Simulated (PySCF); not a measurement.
In(H)2(SiH3) (H₅InSi), SMILES [SiH3][InH2]. Atoms are numbered in the order given.

```xyz
7

In    -0.3204    -0.5504     0.0668
H      0.1639    -1.6908     1.2714
H     -1.6869    -0.9496    -0.9106
Si     0.9645     1.6597    -0.2079
H      0.7268     2.5250     0.9821
H      0.5620     2.4325    -1.4134
H      2.4316     1.4176    -0.2896
```

Geometry optimised at r2SCAN-D4/def2-TZVP. The def2 effective core potentials stand for the cores of In; spin–orbit coupling is left out.

All values below come from r2SCAN-D4/def2-TZVP (PySCF).

Frequencies are harmonic and unscaled.

Computed normal modes with their intensities:
| mode | ν (cm⁻¹) | IR (km/mol) | Raman (Å⁴/amu) | depolarisation | moving atoms (share of kinetic energy) |
|---|---|---|---|---|---|
| 1 | 32 | 0.3 | 11.7 | 0.75 | H 100 % |
| 2 | 271 | 26.7 | 3.2 | 0.29 | H 84 %, Si 11 % |
| 3 | 288 | 13.5 | 18.5 | 0.17 | Si 59 %, H 23 %, In 18 % |
| 4 | 354 | 43.0 | 5.7 | 0.69 | H 95 % |
| 5 | 494 | 2.6 | 4.5 | 0.69 | H 88 %, Si 10 % |
| 6 | 526 | 47.6 | 4.4 | 0.74 | H 92 % |
| 7 | 608 | 301.3 | 25.4 | 0.62 | H 98 % |
| 8 | 851 | 222.1 | 3.9 | 0.03 | H 92 %, Si 8 % |
| 9 | 937 | 42.2 | 14.3 | 0.74 | H 98 % |
| 10 | 946 | 43.2 | 12.3 | 0.75 | H 98 % |
| 11 | 1785 | 259.1 | 299.7 | 0.20 | H 99 % |
| 12 | 1788 | 271.6 | 278.3 | 0.25 | H 99 % |
| 13 | 2188 | 65.2 | 279.7 | 0.03 | H 98 % |
| 14 | 2200 | 83.7 | 145.8 | 0.55 | H 96 % |
| 15 | 2210 | 93.9 | 139.1 | 0.59 | H 96 % |
